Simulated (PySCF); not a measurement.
## Telling isomers of C$_{5}$H$_{9}$NO$_{2}$Si apart by NMR

[PySCF 2.14: geometry from GFN2-xTB; NMR shieldings at PBE0/pcSseg-1/GIAO; single conformer; no relativistic terms; averaged over atoms made equivalent by symmetry, fast rotation or ring inversion; isolated molecule]

δ = σ(ref) − σ, references computed at the same level: ¹H and ¹³C against TMS. Where no couplings were computed, multiplicities follow the n + 1 count of equivalent neighbours, and m marks all less simple cases (inequivalent or close neighbours, rings, F or P nearby). Acid and N–H amide carbonyl carbons lie up to 10 ppm further downfield in solution (hydrogen bonding). Shifts are as computed. Against solution values, carbons near 30 ppm lie about +3 ppm off and those near 130 ppm about +5 ppm. Of 1309 compounds with measured shifts, 239 miss one by over three times the rms of a fit or turn the order of signals round; such compounds aren't used in these exercises. OH and NH positions are gas-phase values without hydrogen bonding to other molecules.

(1) Tabulate the signals of `CC(=O)N[Si@H]1C=CCO1`, `CN([SiH3])CC#CC(=O)O`, `CO[SiH2]/C=C(\C#N)OC`, `C#C[C@H](C)NC(=O)[SiH2]O`, `CO[Si@@H](O)[C@H]1C[C@@H]1C#N` and their relative energies.

(2) What is the quickest way to tell CN([SiH3])CC#CC(=O)O from C#C[C@H](C)NC(=O)[SiH2]O?

(3) What is the quickest way to tell CC(=O)N[Si@H]1C=CCO1 from C#C[C@H](C)NC(=O)[SiH2]O?

(4) What is the quickest way to tell CO[SiH2]/C=C(\C#N)OC from CO[Si@@H](O)[C@H]1C[C@@H]1C#N?

Results:

(1) 
| SMILES | carbon types | δC | δH | E rel. (kcal/mol) |
| --- | --- | --- | --- | --- |
| CC(=O)N[Si@H]1C=CCO1 | 1×C 2×CH 1×CH2 1×CH3 | 179.0, 160.2, 133.3, 76.8, 24.0 | 7.30 (m, 1H), 6.47 (m, 1H), 5.64 (m, 1H), 4.86 (m, 1H), 4.84 (m, 1H), 4.84 (br s, 1H), 2.02 (s, 3H) | 0.0 |
| CN([SiH3])CC#CC(=O)O | 3×C 1×CH2 1×CH3 | 158.0, 95.9, 82.3, 45.4, 39.6 | 6.24 (br s, 1H), 4.64 (s, 3H), 3.86 (s, 2H), 2.77 (s, 3H) | 79.9 |
| CO[SiH2]/C=C(\C#N)OC | 2×C 1×CH 2×CH3 | 153.1, 119.8, 109.4, 55.6, 53.8 | 5.08 (m, 2H), 5.04 (m, 1H), 3.88 (s, 3H), 3.75 (s, 3H) | 65.9 |
| C#C[C@H](C)NC(=O)[SiH2]O | 2×C 2×CH 1×CH3 | 183.3, 89.4, 77.6, 34.3, 26.0 | 5.61 (m, 1H), 4.95 (m, 1H), 4.93 (m, 1H), 4.83 (br s, 1H), 2.44 (br s, 1H), 1.71 (d, 1H), 1.36 (d, 3H) | 58.2 |
| CO[Si@@H](O)[C@H]1C[C@@H]1C#N | 1×C 2×CH 1×CH2 1×CH3 | 127.6, 51.3, 12.6, 10.2, -1.4 | 5.08 (d, 1H), 3.95 (s, 3H), 1.61 (br s, 1H), 1.39 (m, 1H), 1.14 (m, 1H), 0.97 (m, 1H), 0.25 (m, 1H) | 20.8 |

Energies are electronic energies at PBE0/pcSseg-1 on these geometries, without zero-point or thermal terms, each for the one conformer computed, which needn't be the lowest.

(2) Both give the same number of carbon signals, but DEPT or the intensities differ. The first has a propargylic sp3 CH2 bonded to N at 45.4 ppm, the second a terminal alkyne carbon (CH) at 77.6 ppm. Their most deshielded carbons lie at 158.0 and 183.3 ppm. In the proton spectra the most deshielded non-exchanging signals are 4.64 (s, 3H) and 5.61 (m, 1H).

(3) Both give the same number of carbon signals, but DEPT or the intensities differ. The first has an alkene CH at 160.2 ppm, the second an alkyne carbon (C) at 89.4 ppm. Their most deshielded carbons lie at 179.0 and 183.3 ppm. In the proton spectra the most deshielded non-exchanging signals are 7.30 (m, 1H) and 5.61 (m, 1H).

(4) Both give the same number of carbon signals, but DEPT or the intensities differ. The first has a β carbon of an enol-ether or enamine type C=C (CH) at 109.4 ppm, the second a three-membered-ring carbon (CH2) at 12.6 ppm. Their most deshielded carbons lie at 153.1 and 127.6 ppm.
